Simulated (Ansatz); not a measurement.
Ideal-gas functions of `F[C]1(S)[O][AlH]1` at 298.15 K and 1 bar, from an Ansatz frequency run at PBE0-D4/def2-TZVP.

Molar mass 108.07 g/mol, point group C1 (symmetry number 1), electronic degeneracy 1, moments of inertia 94.375, 205.006, 252.743 u Å². Harmonic wavenumbers (cm⁻¹, unscaled): 135, 227, 307, 359, 402, 430, 446, 578, 712, 837, 947, 1025, 1112, 2000, 2716.

Use S(trans) = R[1.5 ln M + 2.5 ln T − 1.1517]; rotational temperatures θ = 24.2544 K / I; S(rot) = R[ln(√π/σ · √(T³/θAθBθC)) + 1.5]; for each mode x = 1.438777 ν̃/T, S = R[x/(eˣ − 1) − ln(1 − e⁻ˣ)] and H = RT x/(eˣ − 1); 1 cm⁻¹ = 0.0119627 kJ/mol; R = 8.31446 J/(mol·K).

Q: By hand: the entropy, in J/(mol·K).

A: Translation 167.3. Rotation: θ = 0.257, 0.1183, 0.096 K, giving 112.6. Vibration, mode by mode: 12.02, 7.96, 5.77, 4.71, 4.00, 3.59, 3.38, 2.05, 1.22, 0.75, 0.48, 0.35, 0.25, 0.01, 0.00, in all 46.5. Electronic 0.0. Sum 326.4 J/(mol·K).

Q: By hand: H − E and G − E in kJ/mol, counted from the electronic energy.

A: Zero-point energy ½ × 12233 × 0.0119627 = 73.2; thermal vibration 8.6; translation, rotation and pV give 4 RT = 9.9. H − E = 91.7 kJ/mol, and G − E = 91.7 − 298.15 × 326.4/1000 = -5.6 kJ/mol.

Vibration gives 14 % of the entropy, 12.0 J/(mol·K) of it from the mode under 150 cm⁻¹: soft modes count most, and the harmonic formula is weakest for them. The sum counts one conformer and one mirror image; others add a mixing term.
